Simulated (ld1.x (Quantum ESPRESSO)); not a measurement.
**What one change does to a pseudopotential (Co, ultrasoft)**

* Element: Co
* Generator: ld1.x (Quantum ESPRESSO) 7.5
* Type: ultrasoft
* Functional: LDA (PZ)
* Relativity: scalar-relativistic
* Frozen core: [Ar]
* Valence charge: 9
* Reference configuration: 3d7 4s2 4p0
* Partial waves: 4s (bound): rcut 1.80, rcutus 2.45 bohr; 4s channel at 1.3 Ry: rcut 1.80, rcutus 2.45 bohr; 4p (bound, empty): rcut 3.10, rcutus 3.55 bohr; 4p channel at 2.05 Ry: rcut 3.10, rcutus 3.55 bohr; 3d (bound): rcut 1.45, rcutus 1.55 bohr; 3d channel at 2.1 Ry: rcut 1.45, rcutus 1.55 bohr
* Local potential: all-electron potential smoothed inside 2.15 bohr (lloc = -1)
* Core correction: a·sin(br)/r model core inside 0.75 bohr
* Augmentation charge: PSQ, radius 1.10 bohr

All-electron outer shells of the reference configuration (LDA (PZ), scalar-relativistic, ld1.x):

| shell | level (eV) | outermost node (bohr) | outermost maximum (bohr) |
| --- | --- | --- | --- |
| 3s | -101.87 | 0.31 | 0.67 |
| 3p | -65.51 | 0.28 | 0.68 |
| 3d | -8.46 | – | 0.66 |
| 4s | -5.68 | 0.96 | 2.29 |
| 4p | -1.39 | 1.05 | 3.21 |

Change: all radii but the core radius scaled by about 1.18 (s 2.90, p 4.20, d 1.84 bohr, rcut 2.14/3.68/1.72); local potential all-electron potential smoothed inside 2.54 bohr (lloc = -1); augmentation PSQ, radius 1.30 bohr.

Cutoffs: the cutoffs (Ry, on a coarse ladder) from which the occupation-weighted sum of valence levels, in a spherical-Bessel basis at the reference potential, stays within 10 and 1 mRy of its value at 400 Ry; they do not see the model core or the augmentation charge, which bear on the density cutoff. Errors are all-electron minus pseudo energies relative to the spin-unpolarised reference configuration.

What does the change do?

The potential gets softer (45 Ry and 80 Ry → 35 Ry and 50 Ry); of the 9 tests that both files solve, the error grows in 1 and shrinks in 4 by more than 15 % and 0.3 meV (median size 100.0 → 47.9 meV); neither file shows a bound ghost. A larger radius leaves more room for a smooth pseudo-wave, so fewer plane waves are needed.

| quantity | base | changed |
| --- | --- | --- |
| cutoff, loose | 45 Ry | 35 Ry |
| cutoff, tight | 80 Ry | 50 Ry |
| loose cutoff by channel (10 mRy a level) | s 6 Ry, d 35 Ry | s 6 Ry, d 30 Ry |
| bound ghosts | none | none |
| error for 3d7 4s1 4p0, meV [ΔE 9.30 eV] | -1.1 | -0.6 |
| error for 3d7 4s0 4p0, meV [ΔE 26.38 eV] | -4.7 | -2.1 |
| error for 3d6 4s0 4p0, meV [ΔE 62.57 eV] | -215 | -262 |
| error for 3d7.5 4s1.5 4p0, meV [ΔE -0.98 eV] | -16 | -14 |
| error for 3d8 4s1 4p0, meV [ΔE -1.24 eV] | -56 | -48 |
| error for 3d6 4s2 4p1, meV [ΔE 9.77 eV] | -327 | -88 |
| error for 3d7 4s0 4p2, meV [ΔE 9.14 eV] | -653 | +1.3 |
| error for 3d7 4s2 4p0 (spin-polarised), meV [ΔE -1.98 eV] | +100 | +88 |
| error for 3d7 4s1 4p0 (spin-polarised), meV [ΔE 6.72 eV] | +111 | +102 |
| lowest overlap eigenvalue by channel | s 0.41, p 0.91, d 0.20 | s 0.49, p 0.88, d 0.84 |
